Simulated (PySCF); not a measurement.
Species: C6H7B.
Numbering: `[CH:1]#[C:2][C:3]#[C:4][B:5]([CH3:6])[CH3:7]` (hydrogens: H8 on C1; H9, H10, H11 on C6; H12, H13, H14 on C7)

Vertical excitations from PySCF (density fitting, frozen core in the response, grid level 2 and gas phase unless stated; continuum runs use non-equilibrium linear response for the excitations) on a GFN2-xTB geometry. Reference run:

| settings | S1, eV (f) | S2, eV (f) | S3, eV (f) | S4, eV (f) | S5, eV (f) | S6, eV (f) | T1, eV (Tamm–Dancoff) | mean α (au) |
| --- | --- | --- | --- | --- | --- | --- | --- | --- |
| wB97X-D/def2-SVPD, full TDDFT, 8 singlets | 3.60 (0.000) | 4.52 (0.044) | 5.23 (0.000) | 5.89 (0.000) | 6.62 (0.001) | 6.70 (0.002) | 3.39 | 94.1 |

Q: What do these settings give: CAM-B3LYP/def2-SVPD, fitting basis def2-universal-jkfit, TDA, 12 singlets?

A: 
| settings | S1, eV (f) | S2, eV (f) | S3, eV (f) | S4, eV (f) | S5, eV (f) | S6, eV (f) | T1, eV (Tamm–Dancoff) | mean α (au) |
| --- | --- | --- | --- | --- | --- | --- | --- | --- |
| CAM-B3LYP/def2-SVPD, fitting basis def2-universal-jkfit, TDA, 12 singlets | 3.60 (0.000) | 4.55 (0.044) | 5.25 (0.000) | 5.87 (0.000) | 6.60 (0.001) | 6.69 (0.003) | 3.31 | 93.7 |

S1 stays within 0.01 eV; functional and response scheme change together, so the shift can't be laid on one. States are counted by energy in each run and needn't keep their character from row to row.

Q: Give the leading configurations of S1 (H = HOMO, L = LUMO) and the HOMO–LUMO gap of each run.

A: 
| settings | S1 configurations (weight) | S1 (eV) | orbital gap (eV) | S1 − gap (eV) |
| --- | --- | --- | --- | --- |
| wB97X-D/def2-SVPD, full TDDFT, 8 singlets | H→L 0.96 | 3.60 | 8.64 | -5.04 |
| CAM-B3LYP/def2-SVPD, fitting basis def2-universal-jkfit, TDA, 12 singlets | H→L 0.96 | 3.60 | 7.46 | -3.86 |

 GFN2-xTB frequencies show an imaginary mode (44i cm⁻¹), so this geometry is no minimum at that level.
